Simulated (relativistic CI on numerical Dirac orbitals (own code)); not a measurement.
**Sensitivity of the levels of Au⁵⁸⁺ to α and to the nuclear radius**

Calculated at this level of theory: Dirac-Coulomb-Breit CI, orbitals from a KLI potential per configuration, derivatives by finite differences, unscaled Slater integrals, QED left out (own radial code, finite nucleus).

Configuration list (outside the closed core [Ne]): 3s²3p⁶3d³, 3s²3p⁵3d⁴, 3s3p⁶3d⁴, 3p⁶3d⁵, 3s²3p⁶3d²4s, 3s²3p⁶3d²4p, 3s²3p⁶3d²4d, 3s²3p⁵3d³4s. Levels of other configurations are missing.

With x = (α/α₀)² − 1 an excitation energy changes as ω = ω₀ + qx; K = 2q/ω₀ is the relative enhancement. Terms are leading LS components, so labels can repeat. The field-shift factor is F = δν/δ⟨r²⟩ for the transition from the lowest level.

Lowest level 3s²3p⁶3d³ ⁴F3/2.

| Level | ω₀ (cm⁻¹) | q (cm⁻¹) | K | F (GHz/fm²) |
| --- | --- | --- | --- | --- |
| 3s²3p⁶3d³ ⁴F5/2 | 732143 | 826000 | 2.26 | 26.7 |
| 3s²3p⁶3d³ ⁴P3/2 | 788610 | 821000 | 2.08 | 26.4 |
| 3s²3p⁶3d³ ²H9/2 | 817641 | 807300 | 1.97 | 27.4 |
| 3s²3p⁶3d³ ²G7/2 | 822680 | 823400 | 2 | 27.1 |
| 3s²3p⁶3d³ ⁴P1/2 | 837976 | 821700 | 1.96 | 26 |
| 3s²3p⁶3d³ ²D5/2 | 1054820 | 850500 | 1.61 | 28.1 |
| 3s²3p⁶3d³ ⁴F7/2 | 1541891 | 1.643e+06 | 2.13 | 53.6 |
| 3s²3p⁶3d³ ⁴F9/2 | 1583242 | 1.644e+06 | 2.08 | 54.3 |
| 3s²3p⁶3d³ ⁴P3/2 | 1634842 | 1.655e+06 | 2.02 | 52.9 |
| 3s²3p⁶3d³ ²P1/2 | 1661779 | 1.654e+06 | 1.99 | 53.1 |
| 3s²3p⁶3d³ ²H11/2 | 1665890 | 1.632e+06 | 1.96 | 55.2 |
| 3s²3p⁶3d³ ⁴P5/2 | 1671132 | 1.639e+06 | 1.96 | 51.7 |
| 3s²3p⁶3d³ ²F7/2 | 1754795 | 1.639e+06 | 1.87 | 53.4 |
| 3s²3p⁶3d³ ²F5/2 | 1755994 | 1.664e+06 | 1.89 | 53.1 |
| 3s²3p⁶3d³ ²D3/2 | 1948055 | 1.675e+06 | 1.72 | 55.6 |
| 3s²3p⁶3d³ ²G9/2 | 2395524 | 2.473e+06 | 2.06 | 80.6 |
| 3s²3p⁶3d³ ²P3/2 | 2525206 | 2.475e+06 | 1.96 | 79.5 |
| 3s²3p⁵3d⁴ ⁴P°3/2 | 2532752 | 188000 | 0.148 | 35.1 |
| 3s²3p⁶3d³ ²D5/2 | 2618704 | 2.472e+06 | 1.89 | 81 |
| 3s²3p⁵3d⁴ ⁴D°5/2 | 3206592 | 1.014e+06 | 0.632 | 61.4 |
| 3s²3p⁵3d⁴ ⁴P°1/2 | 3277777 | 1.014e+06 | 0.619 | 59.2 |
| 3s²3p⁵3d⁴ ²D°3/2 | 3290169 | 1.001e+06 | 0.608 | 61.4 |
| 3s²3p⁵3d⁴ ⁴F°9/2 | 3301637 | 998300 | 0.605 | 62.3 |

At this charge energies of transitions that change n are usually good to better than 1 %, and those within a shell (Δn = 0) to a few per cent.
